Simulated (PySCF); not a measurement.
One molecule, one basis, several functionals.

C3H9Al.
Atom-mapped SMILES: `[CH3:1][CH2:2][CH2:3][AlH2:4]` (hydrogens: H5, H6, H7 on C1; H8, H9 on C2; H10, H11 on C3; H12, H13 on Al4)

Torsions of this conformer, `[CH3:1][CH2:2][CH2:3][AlH2:4]`: C1–C2–C3–Al4 63°.

PySCF, def2-SVPD basis, density fitting, gas phase, PBE0-D3(BJ)/def2-SVP geometry; singlet excitations by full TDDFT with frozen cores, triplets by Tamm–Dancoff TDDFT and ionisation energies by ΔSCF, from the lowest of the holes tried. One functional is left out:

```tsv
functional	exact exchange (%)	HOMO energy (eV)	LUMO energy (eV)	lowest singlet excitation (eV)	lowest triplet excitation (eV)	dipole moment (D)	mean polarisability (au)	vertical ionisation energy (eV)
LDA	0	-6.37	-2.33	4.14	3.91	1.002	72.4	9.38
PBE	0	-6.30	-2.07	4.29	4.01	0.993	70.7	9.29
PBE0	25	-7.52	-1.28	4.80	4.47	0.941	67.8	9.55
BHandHLYP	50	-8.69	-0.50	5.25	4.92	0.874	65.5	9.66
```

Q: Predict the row of B3LYP (20 % exact exchange) by straight lines through the other rows, and check it.

A: 
```json
{"property": "HOMO energy (eV)", "line": "-7.28", "computed": "-7.33", "computed − line": "-0.05", "PBE0 (25 %), for comparison": "-7.52"}
{"property": "LUMO energy (eV)", "line": "-1.50", "computed": "-1.50", "computed − line": "0.00", "PBE0 (25 %), for comparison": "-1.28"}
{"property": "lowest singlet excitation (eV)", "line": "4.65", "computed": "4.70", "computed − line": "+0.05", "PBE0 (25 %), for comparison": "4.80"}
{"property": "lowest triplet excitation (eV)", "line": "4.35", "computed": "4.42", "computed − line": "+0.07", "PBE0 (25 %), for comparison": "4.47"}
{"property": "dipole moment (D)", "line": "0.949", "computed": "0.927", "computed − line": "-0.022", "PBE0 (25 %), for comparison": "0.941"}
{"property": "mean polarisability (au)", "line": "68.9", "computed": "68.3", "computed − line": "-0.6", "PBE0 (25 %), for comparison": "67.8"}
{"property": "vertical ionisation energy (eV)", "line": "9.48", "computed": "9.57", "computed − line": "+0.09", "PBE0 (25 %), for comparison": "9.55"}
```

Q: Which of these properties follows the share of exact exchange most closely, and which least?

A: Most closely the HOMO energy, least the vertical ionisation energy; the correlations over the tabulated rows are HOMO energy -1.000, dipole moment -0.997, lowest triplet excitation 0.996, LUMO energy 0.991, lowest singlet excitation 0.990, mean polarisability -0.967, vertical ionisation energy 0.963. The HOMO energy moves by -0.471 eV for every 10 %. Functionals with the same share still differ in their other parts: at 0 % LDA and PBE differ by 0.07 eV in it.
